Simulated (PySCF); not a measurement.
1-butanol (C4H10O), SMILES CCCCO. Geometry: PBE-D3(BJ)/def2-SVP. One conformer was computed; it need not be the lowest.

Give the equilibrium geometry at PBE-D3(BJ)/def2-SVP (PySCF confirms it by a frequency run) as Cartesian coordinates in Å, and its point group. (The exact figures need the calculation; the answer reports its results.)

Several could match; the one computed here: point group Cs.
```xyz
15

C     -0.2937    -2.5199     0.0000
C      0.5262    -1.2291     0.0000
C     -0.3366     0.0346     0.0000
C      0.4714     1.3246     0.0000
O     -0.4290     2.4193     0.0000
H     -0.9499    -2.5796     0.8933
H      0.3548    -3.4192     0.0000
H     -0.9499    -2.5796    -0.8933
H      1.1992    -1.2154    -0.8865
H      1.1992    -1.2154     0.8865
H     -1.0062     0.0428    -0.8880
H     -1.0062     0.0428     0.8880
H      1.1434     1.3362    -0.8964
H      1.1434     1.3362     0.8964
H      0.1003     3.2358     0.0000
```
Charge 0, spin multiplicity 1.
